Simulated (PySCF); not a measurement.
Work out the structure from these simulated measurements.

Elements present: Br, Ge, H, O and Si. Monoisotopic mass: 201.8505 u.

| Property | Result |
| --- | --- |
| UV, first state | lowest singlet excitation: 6.41 eV (193 nm, f = 0.022) [TDDFT CAM-B3LYP/def2-SVPD] |
| 1H NMR | chemical shifts (computed TMS as zero) by class: 6.39 (2 H), 5.29 (3 H) ppm [GIAO KT2/pcSseg-2] |
| NMR, other nuclei | isotropic shieldings of nuclei other than C and H, by class: 273 (1 O), 390 (1 Si), 1312 (1 Ge), 2508 (1 Br) ppm [GIAO KT2/pcSseg-2] |
| Rotational structure | rotational constants A, B, C: 2.975, 1.194, 0.875 GHz [PBE0-D3(BJ)/def2-SVP] |
| Valence photoelectron | vertical ionisation energy: 10.70 eV [ΔSCF CAM-B3LYP/def2-SVPD] |
| XPS | Si2p3/2 107.5, O1s 537.7, Si1s 1847.4 eV [ΔSCF SCAN, pcX-2 on the ionised atom, pcseg-1 elsewhere, spin-free X2C, 2p3/2 from a spin–orbit splitting computed afterwards within the 2p shell] |
| Dipole | 1.34 D [CAM-B3LYP/def2-SVPD] |
| Polarisability | 80.8 au [CAM-B3LYP/def2-SVPD] |
| Triplet | lowest triplet excitation (Tamm–Dancoff): 5.90 eV [TDA CAM-B3LYP/def2-SVPD] |
| UV, strongest line | among the 10 lowest singlet transitions: S10 at 8.02 eV (155 nm, f = 0.119) [TDDFT CAM-B3LYP/def2-SVPD] |

Gas-phase values; electronic properties from PySCF, density fitting. Levels stand in brackets. Isolated species at its PBE0-D3(BJ)/def2-SVP geometry (one conformer only). Relativistic effects, spin–orbit coupling among them, are left out (core-ionisation runs apart) although an element past zinc is present. NMR classes are plain means over equivalent atoms (diastereotopic ones count apart unless rotation or inversion swaps them), as if these changed places fast.

Question: Which formula fits the mass and the elements?

Answer: BrGeH5OSi (calculated 201.8505). No other formula that holds each of these elements comes within 0.0003 u with a fitting electron parity and a possible valence count.

Question: Propose a structure and show how it fits.

Answer: Numbering: `[SiH3:1][O:2][GeH2:3][Br:4]`. Hydrogen classes from least to most shielded: 2 H on a germanium bonded to Br, O and 2 H, Ge3 (6.39 ppm), 3 H on an oxygen-bound silicon, Si1 (5.29 ppm). The other shieldings belong to: 273 ppm, oxygen bonded to Ge and Si [O2]; 390 ppm, oxygen-bound silicon [Si1]; 1312 ppm, germanium bonded to Br, O and 2 H [Ge3]; 2508 ppm, bromine bonded to Ge [Br4]. The core levels belong to: Si2p3/2 107.5 eV, oxygen-bound silicon [Si1]; O1s 537.7 eV, oxygen bonded to Ge and Si [O2]; Si1s 1847.4 eV, oxygen-bound silicon [Si1]. No core level of Br or Ge was computed. The first electron is taken from the HOMO, whose largest Löwdin shares are 0.71 on the bromine bonded to Ge, 0.12 on the germanium bonded to Br, O and 2 H, 0.06 on a Ge–H hydrogen and 0.04 on a Ge–H hydrogen. The optimised geometry has point group C1 and is an asymmetric top. Structure: `[GeH2]([O][SiH3])[Br]`. Computed isomers that give other values at the same levels: `[GeH3][O][SiH2]Br` (rotational constant A: 4.280 GHz; this holds for the one conformer computed). The assignments are read from this structure; whether some other isomer fits the data as well wasn't checked. NMR values of atoms bound to Ge lack the spin–orbit term that these neighbours bring.

The values belong to the conformer `[SiH3:1][O:2][GeH2:3][Br:4]`: Si1–O2–Ge3–Br4 -35°.
